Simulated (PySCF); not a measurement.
Al(OH)(OMe)(SiH3) (CH7AlO2Si), SMILES [SiH3][Al]([O]C)[OH]. Atoms are numbered in the order given.

```xyz
12

Al     0.2465    -0.1074     0.2024
O      1.5100    -0.7008     1.1812
H      2.0834    -1.4589     1.0415
O     -0.2036    -0.8341    -1.2636
C      0.0927    -1.8891    -2.1252
H      0.3730    -1.5107    -3.1254
H      0.9278    -2.5207    -1.7627
H     -0.7869    -2.5458    -2.2566
Si    -0.9428     1.8660     0.9621
H     -1.5420     1.6450     2.3148
H     -2.0468     2.2386     0.0266
H     -0.0201     3.0384     1.0716
```

Geometry: B3LYP-D3(BJ)/def2-SVP. The values are those of a single conformer.

Computed with KT2/pcSseg-1 run with PySCF.

GIAO shieldings, no solvent; atoms alike by connectivity are averaged. δ = σ(ref) − σ: ¹⁷O against H2O (σ = 330.4 ppm); ¹H against TMS (σ = 31.47 ppm); ¹³C against TMS (σ = 185.1 ppm); ²⁹Si against TMS (σ = 361.9 ppm), references at their B3LYP-D3(BJ)/def2-TZVP geometries, non-relativistic.

```
nucleus          atoms  count  δ (ppm)
-------  -------------  -----  -------
¹⁷O                 O4      1     61.5
¹⁷O                 O2      1     58.3
¹H          H6, H7, H8      3     4.40
¹H       H10, H11, H12      3     3.30
¹H                  H3      1     2.70
¹³C                 C5      1     58.0
²⁹Si               Si9      1   -136.9
```
